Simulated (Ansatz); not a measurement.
C6H7N, charge -1, doublet (typed; the unrestricted solution is spin-contaminated), at a GFN2-xTB geometry (a state made from the parent by changing its charge; the spin is typed, not shown lowest) (a gas-phase anion, which may not be bound at this level); MP2/STO-3G run with Ansatz (a first-principles code).

The Ansatz input:
Ansatz 0.2 input:
```yaml
crystal:
  periodic: [false, false, false]
  atoms:
    - {symbol: N, position_ang: [2.30611278, -0.37368377, 0.31850955]}
    - {symbol: C, position_ang: [0.90316781, -0.14061152, 0.11221571]}
    - {symbol: C, position_ang: [0.35524328, 1.05773136, 0.53014933]}
    - {symbol: C, position_ang: [-1.07583796, 1.26684553, 0.37770631]}
    - {symbol: C, position_ang: [-1.84035512, 0.27071353, -0.19415680]}
    - {symbol: C, position_ang: [-1.29183375, -0.92008430, -0.62417739]}
    - {symbol: C, position_ang: [0.13891277, -1.13258749, -0.47328697]}
    - {symbol: H, position_ang: [2.67176231, -0.99965113, -0.39248319]}
    - {symbol: H, position_ang: [2.82005029, 0.50174578, 0.29534185]}
    - {symbol: H, position_ang: [0.97376850, 1.83035100, 0.97826414]}
    - {symbol: H, position_ang: [-1.51633033, 2.20195286, 0.71122039]}
    - {symbol: H, position_ang: [-2.91550490, 0.43071945, -0.31162941]}
    - {symbol: H, position_ang: [-1.90147736, -1.69761168, -1.07526134]}
    - {symbol: H, position_ang: [0.58915985, -2.06376258, -0.80572037]}
basis:
  gaussian:
    orbitals: STO-3G
total_charge: -1
magnetization: {spin_polarized: true, initial_magnetization: 1}
correlation: {method: mp2}
```

### Question
What does Ansatz print? Leave out banner, timings and long lists.

### Answer

```
Functional definition: HF
597 factors; integrals over basis functions are off by at most 3.8e-5 eV
mean field evaluation 1: about -7671.1035 eV, gradient 1.5e1 eV
mean field evaluation 2: about -7671.4799 eV, gradient 1.5e1 eV
mean field evaluation 4: about -7673.3951 eV, gradient 2.4e0 eV
mean field evaluation 8: about -7673.5594 eV, gradient 1.6e-1 eV
mean field evaluation 16: about -7673.1937 eV, gradient 2.3e0 eV
mean field -7673.56150467 eV, -281.9981839697 hartree, gradient 6.0e-6 eV, S^2 0.915337; 2 other end points of the search recorded, 0 dependent functions left out
7 core orbitals not correlated
reference -7673.56150467 eV, -281.9981839697 hartree; 19, 18 occupied and 16, 17 virtual orbitals, 597 factors
second order -9.51451708 eV of doubles, -0.00000000 eV of singles
Total energy: -7683.07602175 eV, -282.3478360232 hartree
```
